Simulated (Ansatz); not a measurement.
Ansatz (an electronic-structure program) input file for Cd(Cl)(Et) (C₂H₅CdCl), SMILES C[CH2][Cd][Cl], PBE0/def2-SVPD. Coordinates come from a B3LYP-D3(BJ)/def2-SVP optimisation. The structure was generated by enumeration; whether it is a known compound was not checked. The def2 effective core potentials stand for the cores of Cd; spin–orbit coupling is left out. Other conformers were not sampled.

Ansatz 0.2 input:
```yaml
crystal:
  periodic: [false, false, false]
  atoms:
    - {symbol: Cd, position_ang: [0.14419545, 0.07154249, 0.00000000]}
    - {symbol: Cl, position_ang: [-0.27843547, 2.35342024, -0.00000000]}
    - {symbol: C, position_ang: [0.52199909, -2.02821880, -0.00000000]}
    - {symbol: C, position_ang: [-0.73554063, -2.90015054, 0.00000000]}
    - {symbol: H, position_ang: [1.14766877, -2.22675658, -0.88447635]}
    - {symbol: H, position_ang: [1.14766878, -2.22675658, 0.88447634]}
    - {symbol: H, position_ang: [-1.36471286, -2.72255047, 0.88688890]}
    - {symbol: H, position_ang: [-1.36471287, -2.72255047, -0.88688890]}
    - {symbol: H, position_ang: [-0.47264127, -3.97335369, 0.00000000]}
basis:
  gaussian:
    orbitals: def2-SVPD
hamiltonian:
  xc: {name: PBE0}
```

Program output:

```
WARN ansatz: RAYON_NUM_THREADS=1 ignored (pool sized by the plan → 1); use --threads N
Functional definition: PBE0
integrals: 0.07 GiB planned
1291 factors; their error is unknown
mean field: 0.62 GiB planned
mean field evaluation 1: about -19223.6133 eV, gradient 5.5e1 eV
mean field evaluation 2: about -19214.7869 eV, gradient 7.8e1 eV
mean field evaluation 4: about -19231.2770 eV, gradient 4.2e0 eV
mean field evaluation 8: about -19231.3226 eV, gradient 3.0e-2 eV
mean field evaluation 16: about -19231.5077 eV, gradient 3.1e-5 eV
mean field -19231.50769061 eV, -706.7448720458 hartree, gradient 3.1e-5 eV, S^2 0.000000; 0 other end points of the search recorded, 0 dependent functions left out
reference -19231.50772685 eV, -706.7448733775 hartree; 27, 27 occupied and 114, 114 virtual orbitals, 1291 factors
Total energy: -19231.50772685 eV, -706.7448733775 hartree
```

The run converged.

Cost: roughly 5 core-seconds.
